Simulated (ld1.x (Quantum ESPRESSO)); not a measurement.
## Cr, TM: configuration errors across variants

ld1.x (Quantum ESPRESSO) 7.5 input, shortened:

```
&input
   title='Cr', zed=24., rel=1, dft='PBE', iswitch=3,
   config='[Ar] 3d5 4s1 4p0'
 /
 &inputp
   pseudotype=2, tm=.true., lloc=1,
   nlcc=.true., rcore=1.00
 /
3
4S  1  0   1.00   0.00  2.15  2.15  0.0
3D  3  2   5.00   0.00  2.05  2.05  0.0
3P  2  1   6.00   0.00  1.40  1.40  0.0
 &test
   configts(1)='3p6 3d5 4s1 4p0'
 /
```

All-electron excitation energies from the reference (eV): (1) 3p6 3d5 4s0 4p0 6.901; (2) 3p6 3d4 4s0 4p0 22.953; (3) 3p6 3d3 4s0 4p0 53.702; (4) 3p6 3d5.5 4s0.5 4p0 0.726; (5) 3p6 3d4 4s1 4p1 3.506; (6) 3p6 3d5 4s0.5 4p0 2.707; (7) 3p6 3d4 4s1 4p0 7.987.

A true bound ghost makes a file unfit for plane-wave use even where its test errors are small: the radial tests pick states by their node count and pass the ghost by.

Errors AE − PS in meV (a dash: test not solved or not reliable):

```tsv
change	(1)	(2)	(3)	(4)	(5)	(6)	(7)	bound ghosts
base	-5.6	-2.7	+126	-3.7	+27	-1.2	+0.3	s
wave 4s (bound): rc 2.15 bohr becomes 4s (bound): rc 1.48 bohr	+8.1	-14	+62	+0.7	+20	+1.4	-11	s
wave 4s (bound): rc 2.15 bohr becomes 4s (bound): rc 1.74 bohr	+2.0	-14	+77	-0.8	+25	+0.3	-3.8	s
wave 4s (bound): rc 2.15 bohr becomes 4s (bound): rc 2.22 bohr	-6.0	-1.9	+129	-3.9	+27	-1.3	-0.1	s
wave 4s (bound): rc 2.15 bohr becomes 4s (bound): rc 2.40 bohr	-6.6	-0.4	+134	-4.2	+26	-1.4	-0.9	s
wave 4s (bound): rc 2.15 bohr becomes 4s (bound): rc 2.70 bohr	-5.7	-4.7	+122	-3.6	+28	-1.2	+1.4	s
wave 4s (bound): rc 2.15 bohr becomes 4s (bound): rc 2.96 bohr	-4.2	-18	+85	-1.7	+31	-0.7	+8.1	s
wave 4s (bound): rc 2.15 bohr becomes 4s (bound): rc 3.18 bohr	-3.7	-29	+57	-0.3	+34	-0.5	+14	s
```

(1) Give the same row for: wave 4s (bound): rc 2.15 bohr becomes 4s (bound): rc 1.88 bohr.

## Answers

(1) -0.9, -11, +95, -1.7, +27, -0.2, +0.3; bound ghosts: s.
